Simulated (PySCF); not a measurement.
**Electron correlation in Si (silicon, neutral)**

[Ne] 3s1 3p3, high-spin 5S determinant (an excited configuration). Computed with PySCF 2.14 in x2c-TZVPPall with one added diffuse shell each of s, p, d type (6s6p4d1f, 51 functions), with the spin-free X2C one-electron Hamiltonian (Gaussian nucleus). Frozen: [Ne]; 4 electrons correlated.

```
  level  correlation energy (mhartree)
   CCSD                         -29.88
    (T)                          -0.53
CCSD(T)                         -30.41
```

Diagnostics: T1 = 0.0020, D1 = 0.0053, largest double amplitude 0.044.

Cost of the coupled-cluster step: about 1 core-seconds, for 4 correlated electrons.
